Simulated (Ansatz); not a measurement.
Single points on [VS4]3- (VS₄³⁻).

```yaml
crystal:
  periodic: [false, false, false]
  atoms:
    - {symbol: V, position_ang: [0.000291, 0.000187, -0.000287]}
    - {symbol: S, position_ang: [0.009987, -0.018032, 2.198376]}
    - {symbol: S, position_ang: [2.069576, 0.010642, -0.743449]}
    - {symbol: S, position_ang: [-1.044178, 1.799132, -0.712787]}
    - {symbol: S, position_ang: [-1.035686, -1.791929, -0.741843]}
basis:
  gaussian: {orbitals: def2-TZVPD}
total_charge: -3
magnetization: {spin_polarized: true, initial_magnetization: 2}
hamiltonian: {xc: pbe0, dispersion: d4}
scf: {omitted_lower_state_checks: [starts]}
output: {orbitals: {seedname: orbitals}}
```

The file start.molden holds the orbitals of an earlier run on this structure, at another level or in another basis.

```sh
$ ansatz run in.yaml --threads 4 --pin off --events-out ev --progress --plain --max-ram 3916MiB
```

It prints (some lines left out):

```
Functional definition: PBE0
  name "PBE0"
  cite "Adamo & Barone, J. Chem. Phys. 110, 6158 (1999) doi:10.1063/1.478522"
  cite "Perdew, Burke & Ernzerhof, Phys. Rev. Lett. 77, 3865 (1996) doi:10.1103/PhysRevLett.77.3865"
  parent pbe
  parameter a = 0.25
  parameter kappa = 0.804
  parameter beta = 0.06672455060314922
  exchange = (1 - a)*pbe_x(kappa = kappa, mu = beta*pi^2/3) + a*exact_x
  correlation = pbe_c(beta = beta)
these checks for a lower state are left out or cut short: starts
1767 factors; their error is unknown
mean field evaluation 1: about -68939.6126 eV, gradient 1.0e2 eV
mean field evaluation 2: about -68071.1666 eV, gradient 5.3e2 eV
mean field evaluation 4: about -68549.1906 eV, gradient 3.7e2 eV
mean field evaluation 8: about -69004.9893 eV, gradient 1.5e0 eV
mean field evaluation 16: about -69007.4472 eV, gradient 5.8e-1 eV
mean field evaluation 32: about -69007.4728 eV, gradient 1.2e-5 eV
mean field -69007.47280857 eV, -2535.9778507699 hartree, gradient 8.0e-6 eV, S^2 2.101791; 0 other end points of the search recorded, 0 dependent functions left out
reference -69007.47283451 eV, -2535.9778517231 hartree; 46, 44 occupied and 186, 188 virtual orbitals, 1767 factors
Total energy: -69007.75480890 eV, -2535.9882140910 hartree
Checks for a lower state left out: starts
```

Hardware: 4 threads of Intel Xeon on a shared host. Wall time 3.5 min, peak host memory 1.3 GiB.

The first input with `gaussian: {orbitals: def2-TZVPD, initial_orbitals: start.molden}`, `hamiltonian: {xc: r2scan, dispersion: d4}` (abridged; 2.2 min):

```
Functional definition: r2SCAN
mean field evaluation 16: about -69025.9921 eV, gradient 1.6e-5 eV
mean field -69025.99206736 eV, -2536.6584209777 hartree, gradient 2.4e-6 eV, S^2 2.043178
Total energy: -69026.06477177 eV, -2536.6610928154 hartree
Checks for a lower state left out: starts
```

As the first input, with `gaussian: {orbitals: def2-TZVPD, initial_orbitals: start.molden}`, `hamiltonian: {xc: pbe, dispersion: d4}` (abridged; 54 s):

```
Functional definition: PBE
mean field evaluation 16: about -69005.6830 eV, gradient 1.4e-5 eV
mean field -69005.68300692 eV, -2535.9120767723 hartree, gradient 2.4e-6 eV, S^2 2.016963
Total energy: -69006.00300824 eV, -2535.9238366040 hartree
Checks for a lower state left out: starts
```

Geometry: r2SCAN-D4/def2-SVPD, that of the charge -3 singlet.

A multiply charged anion in the gas phase is held together partly by the finite basis. At PBE0-D4/def2-TZVPD, r2SCAN-D4/def2-TZVPD, PBE-D4/def2-TZVPD the highest occupied level of the charge -3 triplet lies above zero (up to 6.97 eV). The electron is either unbound and held by the finite basis, or the level is raised by self-interaction error. At PBE-D4/def2-TZVPD the gap within one spin of the charge -3 triplet nearly closes, so an electron or hole may be smeared out by delocalisation error. At PBE0-D4/def2-TZVPD a singlet of charge -3 lies 1.15 eV below the triplet at the same geometry.
